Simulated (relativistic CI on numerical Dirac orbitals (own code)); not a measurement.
# Mn6+ in a cubic cluster: 2p photoemission with charge transfer

Computed with a charge-transfer multiplet model of a cubic metal-ligand cluster with up to 2 ligand holes, Slater and spin-orbit integrals from Dirac-Coulomb-Breit ions, Slater integrals scaled by 0.9. The ground state mixes d1 with configurations of k ligand holes L, whose averages lie at kΔ + k(k − 1)U_dd/2; a core hole lowers each added d electron by U_cd. 20 K, Lorentzian 0.6 eV and Gaussian 0.8 eV FWHM.

Atomic integrals in eV (Slater integrals scaled, ζ unscaled), ground: F2dd 11.938, F4dd 7.546, zeta_d 0.064; with the core hole: F2dd 11.938, F4dd 7.546, zeta_d 0.092, zeta_core 6.783, F2cd 8.752, G1cd 7.048, G3cd 4.019. Where a configuration has fewer than two d electrons, the dd integrals are those of d2.

Cluster parameters (eV): Δ = -1.6, U_dd = 5.4, U_cd = 6.1, 10Dq(ligand) = 0, V(eg) = 4.45, V(t2g) = -1.99, final-state hopping factor = 1.

```
          Case   n_d    d1   d2L  d3L2     S
10Dq = 1.55 eV  2.07  0.19  0.55  0.26  0.50
10Dq = 2.15 eV  2.07  0.19  0.55  0.26  0.50
10Dq = 3.05 eV  2.07  0.19  0.55  0.26  0.50
```

Weights, n_d and S are thermal averages at 20 K. Binding energies count from the first peak over 30 % of the highest in each spectrum, which can be another peak from case to case. The parameters are a model scan and need not match a compound or its usual spin state. Peaks in eV (height, largest 100):
- 10Dq = 1.55 eV: 0.0 (100), 5.1 (9), 7.3 (8), 10.5 (24), 12.0 (30), 15.5 (7)
- 10Dq = 2.15 eV: 0.0 (100), 5.6 (9), 12.1 (30), 15.9 (6)
- 10Dq = 3.05 eV: 0.0 (100), 6.4 (9), 10.5 (26), 12.1 (29), 16.7 (5)

Curve for 10Dq = 2.15 eV (points under 2 left out, the grid thinned):

(E (eV), Intensity): (-3.8, 2.1), (-3.2, 3.1), (-2.6, 5.2), (-2.0, 11.6), (-1.5, 29.4), (-0.9, 67.2), (-0.3, 95.9), (0.3, 95.0), (0.9, 67.5), (1.5, 31.0), (2.1, 20.5), (2.6, 13.7), (3.2, 9.5), (3.8, 7.7), (4.4, 6.9), (5.0, 7.8), (5.6, 8.5), (6.2, 7.9), (6.8, 7.9), (7.3, 8.1), (7.9, 8.5), (8.5, 10.0), (9.1, 14.0), (9.7, 20.5), (10.3, 24.5), (10.9, 25.5), (11.4, 26.7), (12.0, 29.7), (12.6, 26.2), (13.2, 16.5), (13.8, 9.4), (14.4, 6.6), (15.0, 5.9), (15.6, 6.1), (16.1, 6.1), (16.7, 5.4), (17.3, 4.5), (17.9, 4.0), (18.5, 4.0), (19.1, 4.4), (19.7, 4.7), (20.2, 4.8), (20.8, 4.3), (21.4, 3.1), (22.0, 2.0)

For the case 10Dq = 2.15 eV, Δ = -1.6 eV is smaller than U_dd = 5.4 eV, the charge-transfer side of the Zaanen-Sawatzky-Allen scheme (negative Δ: between configuration averages a ligand hole costs less than the nominal valence; multiplet and field energies can change this for the lowest states). With the core hole the average of the configuration with one ligand hole lies at Δ − U_cd = -7.7 eV before mixing: the effective hopping of about 9.2 eV (from the holes of the mixed ground state) is comparable with this gap or larger, so the configurations mix strongly.

With at most 2 ligand holes the space is cut while the next configuration still counts, so covalency is underestimated, and a final configuration with one more ligand hole, which can lie low, is missing from the spectra.
